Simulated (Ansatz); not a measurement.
Consider the redistribution: `C=CN[SiH2]S` + `BC(B)C` → `BC(C)[SiH2]S` + `BNC=C`.

Computed with Ansatz on PBE0-D4/def2-TZVP structures; ΔE is electronic, products minus reactants. CCSD(T)/CBS is the MP2 limit (def2-TZVPP, def2-QZVPP) plus CCSD(T) − MP2 in def2-TZVPP, frozen cores. Each species was taken in one conformer, which may not be the lowest.

```csv
species,CCSD(T)/CBS(def2) energy (Eh)
`C=CN[SiH2]S`,-821.90413
`BC(B)C`,-130.46858
`BC(C)[SiH2]S`,-793.18624
`BNC=C`,-159.21916
```

**Question.** Work out ΔE.

**Answer.** ΔE = (-793.18624) + (-159.21916) − (-821.90413) − (-130.46858) = -0.03269 Eh = -85.8 kJ/mol.

Largest T1 diagnostic among the species: 0.013.

In def2-TZVPP, CCSD(T) changes the Hartree–Fock value by −19.9 kJ/mol (the triples alone add −3.6 kJ/mol) and MP2 by −19.1 kJ/mol. From PBE to PBE0 (25 % exact exchange), in def2-TZVPP and without D4, ΔE moves by +3.7 kJ/mol.
